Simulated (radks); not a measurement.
Values are calculated unless marked as measured or tabulated.
Species: the sulfur ion S3+. Configuration: [Ne] 3s2 5d1 (not the ground configuration).

Code: a radial shooting solver on a logarithmic mesh with Libxc functionals. Model: scalar-relativistic Kohn-Sham, r2SCAN, spin-polarised, spherical densities, finite nucleus; open shells are filled with parallel spins first; meta-GGA in the generalised Kohn-Sham scheme; Fermi nuclear charge, rms radius 3.2611 fm.

Energy parts (eV):
total: -10757.177
kinetic: 10801.447
electron-nucleus: -24987.669
Hartree: 4085.619
exchange-correlation: -656.574

Orbitals (lengths in bohr, moments of r in powers of bohr; <r^-3> diverges for s and p1/2):
[
 {"orbital": "1s up", "occ.": "1", "eigenvalue (eV)": "-2476.577", "<r^-3>": "-"},
 {"orbital": "1s down", "occ.": "1", "eigenvalue (eV)": "-2476.578", "<r^-3>": "-"},
 {"orbital": "2s up", "occ.": "1", "eigenvalue (eV)": "-271.2079", "<r^-3>": "-"},
 {"orbital": "2s down", "occ.": "1", "eigenvalue (eV)": "-271.1668", "<r^-3>": "-"},
 {"orbital": "2p up", "occ.": "3", "eigenvalue (eV)": "-214.1069", "<r^-3>": "82.24"},
 {"orbital": "2p down", "occ.": "3", "eigenvalue (eV)": "-214.0706", "<r^-3>": "82.28"},
 {"orbital": "3s up", "occ.": "1", "eigenvalue (eV)": "-61.7066", "<r^-3>": "-"},
 {"orbital": "3s down", "occ.": "1", "eigenvalue (eV)": "-61.6266", "<r^-3>": "-"},
 {"orbital": "5d up", "occ.": "1", "eigenvalue (eV)": "-8.8022", "<r^-3>": "0.08545"}
]

The highest occupied level is 5d up at -8.802 eV. The density falls to 0.001 e/bohr^3 at r = 3.13 bohr.
